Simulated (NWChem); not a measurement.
Species: SnH₂S, singlet; SMILES [SH][SnH]

```xyz
4

Sn     0.0213     0.6116     0.0000
H     -1.7570     0.6131     0.0000
S     -0.0382    -1.8253     0.0000
H      1.3039    -1.9900     0.0000
```
Atoms are numbered in this order, from 1.

Low-valent species are run as closed-shell singlets; no triplet was tried in these runs. All runs use the structure optimised with PBE0/def2-SVP. Not confirmed as a minimum by frequencies. def2 effective core potentials on Sn; no spin-orbit coupling.

Symmetry labels are those of Cs in the frame above (b1 and b2, or b-type labels, depend on it).

**Question.** List the 4 lowest vertical singlet excitations from PBE/def2-SVPD with def2 effective core potentials on Sn, TDA (NWChem).

**Answer.** 
```json
[
 {"state": "S1", "energy (eV)": "2.99", "oscillator strength": "0.019", "symmetry": "a\"", "leading excitation (squared amplitude)": "HOMO → LUMO (0.98)"},
 {"state": "S2", "energy (eV)": "4.00", "oscillator strength": "0.037", "symmetry": "a'", "leading excitation (squared amplitude)": "HOMO−1 → LUMO (0.85)"},
 {"state": "S3", "energy (eV)": "4.15", "oscillator strength": "0.001", "symmetry": "a\"", "leading excitation (squared amplitude)": "HOMO−2 → LUMO (0.99)"},
 {"state": "S4", "energy (eV)": "5.16", "oscillator strength": "0.116", "symmetry": "a'", "leading excitation (squared amplitude)": "HOMO → LUMO+1 (0.76)"}
]
```
